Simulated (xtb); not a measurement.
H6AlO2Si2, doublet, at a GFN2-xTB geometry (such geometries of metal compounds can be far from the true shape) (the spin is typed, not shown lowest). Base run: GFN2-xTB in xtb.

Input for xtb:
```
$ xtb mol.xyz --gfn 2 --uhf 1 --json

# file mol.xyz
11

Al    -0.02698009    -0.40702412     0.04274690
O     -1.39877031     0.07977984     0.89955735
Si    -2.72988943     0.55834387     1.73074908
H     -2.74818189    -0.22675223     2.96476467
H     -3.87857814     0.26998013     0.87225771
H     -2.57225849     1.98996200     1.98552104
O      1.38427311    -0.29244768    -0.87818295
Si     2.75557733    -0.17311954    -1.77079069
H      2.54611838    -0.99960202    -2.95937437
H      3.84060494    -0.67649878    -0.92880390
H      2.91938344     1.24242671    -2.10048748
```

The base run was repeated with changes; each row names its change, and settings that it needs were set with it.

```tsv
change	ΔE vs base (mEh)	dipole (D)	G_solv (kcal/mol)	SCF cycles
base	0.000	0.26	-	12
alpb = chcl3	-7.346	0.24	-4.73	13
etemp = 3000	-0.285	0.24	-	12
gbsa = acetonitrile	-1.388	0.25	-0.94	13
alpb = acetonitrile	-5.337	0.25	-3.42	13
etemp = 1000	0.000	0.26	-	12
```

ALPB and GBSA are two models with their own fitted parameters for each solvent, which aren't always the measured dielectric constant.
